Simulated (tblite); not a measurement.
Compound: C8H18S.
Cartesian coordinates in Å at the GFN2-xTB level; atoms count from 1:
```
atom  x, y, z in Å
C1     2.2519    1.0994    1.3998
C2     1.8528   -0.2474    0.8128
C3     1.6021   -0.1702   -0.6903
C4     1.5588   -1.5397   -1.3498
S5     0.1067    0.8249   -1.0886
C6    -1.3002   -0.2021   -0.4808
C7    -1.9588   -0.9154   -1.6527
C8    -2.2976    0.6890    0.2560
C9    -1.7324    1.2875    1.5368
H10    2.3400    1.0340    2.4816
H11    1.5059    1.8519    1.1563
H12    3.2074    1.4239    0.9935
H13    0.9566   -0.6147    1.3183
H14    2.6495   -0.9742    0.9922
H15    2.3897    0.4289   -1.1568
H16    1.3240   -1.4429   -2.4075
H17    0.8138   -2.1789   -0.8799
H18    2.5294   -2.0247   -1.2557
H19   -0.8741   -0.9289    0.2140
H20   -2.7678   -1.5533   -1.2986
H21   -2.3684   -0.1860   -2.3481
H22   -1.2413   -1.5322   -2.1875
H23   -2.6097    1.4931   -0.4137
H24   -3.1799    0.0880    0.4938
H25   -1.4236    0.5034    2.2259
H26   -0.8718    1.9118    1.3114
H27   -2.4829    1.9010    2.0297
```

Computed with GFN2-xTB (tblite): harmonic, unscaled wavenumbers at the GFN2-xTB geometry, gas phase. The method is semi-empirical: single wavenumbers can be off by several per cent or more. One conformer, not necessarily the lowest.

Harmonic wavenumbers (cm⁻¹): 42.3, 73.7, 98.3, 110.8, 154.6, 184.7, 192.6, 209.0, 233.7, 243.2, 252.0, 294.4, 326.6, 354.8, 405.3, 455.4, 474.2, 624.8, 649.6, 823.1, 827.7, 887.9, 890.1, 980.8, 990.8, 1018.8, 1022.5, 1065.2, 1074.8, 1077.2, 1085.1, 1121.5, 1126.2, 1160.8, 1165.3, 1219.6, 1228.0, 1263.3, 1272.3, 1278.7, 1281.7, 1346.2, 1348.8, 1407.5, 1409.4, 1411.5, 1415.6, 1479.4, 1484.0, 1488.0, 1493.7, 1495.7, 1498.7, 1500.4, 1503.6, 1505.2, 1508.0, 2944.4, 2947.2, 2954.0, 2955.1, 2977.5, 2983.9, 3009.3, 3012.9, 3022.7, 3028.5, 3033.2, 3035.3, 3037.0, 3037.7, 3038.1, 3043.6, 3046.8, 3048.2.

A = 1560, B = 1053, C = 747.9 MHz; mass 146.113 u (most abundant isotopes); point group C1, symmetry number 1.

What is the zero-point energy?

Half the sum of the wavenumbers: 53346 cm⁻¹ = 152.53 kcal/mol.

Give the ideal-gas entropy at 350 K and 1 bar in the rigid-rotor, harmonic-oscillator model (classical rotation).

Translation 41.67, rotation 30.43, vibration 46.41: S = 118.5 cal/(mol K).

And Cp and H(350 K) − H(0)?

Cp = 54.54 cal/(mol K), of which vibrations give 46.59 (their classical limit is 75 R = 149.0); H(350 K) − H(0) = 11.27 kcal/mol without the zero-point energy, 8.49 from vibrations.

Blend soft modes into free rotors: weight 1/[1 + (100 cm⁻¹/ν̃)⁴] for the oscillator and the rest for a rotor with moment μB/(μ + B), μ = h/(8π²ν), B = 10⁻⁴⁴ kg m². What vibrational entropy results?

43.33 cal/(mol K) in place of 46.41, which changes −T·S at 350 K by +1.08 kcal/mol.

How do the functions run with temperature in this model?

```json
{"T (K)": "100", "S (cal/(mol K))": "73.3", "Cp (cal/(mol K))": "23.6", "H − H(0) (kcal/mol)": "1.48", "G − H(0) (kcal/mol)": "-5.85", "ln q(vib)": "2.15"}
{"T (K)": "200", "S (cal/(mol K))": "93.8", "Cp (cal/(mol K))": "36.1", "H − H(0) (kcal/mol)": "4.51", "G − H(0) (kcal/mol)": "-14.24", "ln q(vib)": "5.80"}
{"T (K)": "300", "S (cal/(mol K))": "110.6", "Cp (cal/(mol K))": "48.1", "H − H(0) (kcal/mol)": "8.70", "G − H(0) (kcal/mol)": "-24.48", "ln q(vib)": "9.40"}
{"T (K)": "500", "S (cal/(mol K))": "141.1", "Cp (cal/(mol K))": "73.0", "H − H(0) (kcal/mol)": "20.87", "G − H(0) (kcal/mol)": "-49.70", "ln q(vib)": "16.31"}
{"T (K)": "800", "S (cal/(mol K))": "181.8", "Cp (cal/(mol K))": "99.9", "H − H(0) (kcal/mol)": "47.13", "G − H(0) (kcal/mol)": "-98.30", "ln q(vib)": "26.25"}
{"T (K)": "1000", "S (cal/(mol K))": "205.5", "Cp (cal/(mol K))": "112.2", "H − H(0) (kcal/mol)": "68.41", "G − H(0) (kcal/mol)": "-137.07", "ln q(vib)": "32.50"}
```

q(vib) and H(0) count from the zero-point level.

What must be added to the electronic energy to get the Gibbs energy at 350 K and 1 bar?

ZPE + [H(350 K) − H(0)] − T·S = 152.53 + 11.27 − 41.48 = 122.32 kcal/mol.

Hindered rotation and anharmonicity are outside this model. Other conformers, if any are populated, would add a mixing term that is left out. The structure is chiral; the term R ln 2 for an equal mix with its mirror image is left out.
